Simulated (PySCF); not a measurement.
(S)-bromo-chloro-fluoromethane (CHBrClF), SMILES F[C@@H](Cl)Br. Heavy atoms are numbered as in [C@H:1]([F:2])([Cl:3])[Br:4]. Hydrogens are named by the atom that carries them.

Geometry: PBE0-D3(BJ)/def2-SVP.

Calculation: PBE/pcSseg-1 run with PySCF.

GIAO shieldings, no solvent; atoms alike by connectivity are averaged. δ = σ(ref) − σ: ¹³C against TMS (σ = 182.0 ppm); ¹⁹F against CFCl3 (σ = 133.6 ppm); ³⁵Cl against HCl (σ = 936.5 ppm); ¹H against TMS (σ = 31.49 ppm), references at their B3LYP-D3(BJ)/def2-TZVP geometries, non-relativistic (without spin–orbit terms, shifts of atoms bonded to Cl or Br come out too high).

**Question.** Estimate the chemical shifts. (The exact figures need the calculation; the answer reports its results.)

**Answer.** 
```csv
nucleus,atoms,count,δ (ppm)
¹³C,C1 (CH),1,129.2
¹⁹F,F2,1,-101.2
³⁵Cl,Cl3,1,401.5
¹H,H on C1,1,8.35
```
